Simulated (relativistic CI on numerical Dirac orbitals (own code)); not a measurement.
Ag²⁺ (4d9) in a crystal field

Calculated by Dirac-Coulomb-Breit CI, separate exchange-only KLI orbitals for each configuration, QED by a radiative potential, valence Slater integrals scaled by 0.8, one configuration in a parametric crystal field (own radial code).

Field parameters in Wybourne normalisation: D4h B²₀ = −7Ds, B⁴₀ = 21(Dq − Dt), B⁴₄ = 21√(5/14) Dq. The field is a parameter set, without covalency.

S is read from ⟨S²⟩ = S(S + 1).

Levels (cm⁻¹, degeneracy): 0 (2), 1525 (2), 10274 (2), 12875 (2), 14170 (2).

Task: Which field gives this pattern?
A. D4h, 10Dq = 21200, Ds = 2340, Dt = -460 cm⁻¹
B. D4h, 10Dq = 11400, Ds = -460, Dt = 60 cm⁻¹
C. D4h, 10Dq = 19250, Ds = 1190, Dt = 640 cm⁻¹
D. D4h, 10Dq = 35150, Ds = 2070, Dt = -30 cm⁻¹

Result: B. D4h, 10Dq = 11400, Ds = -460, Dt = 60 cm⁻¹, ground level with S = 0.50.
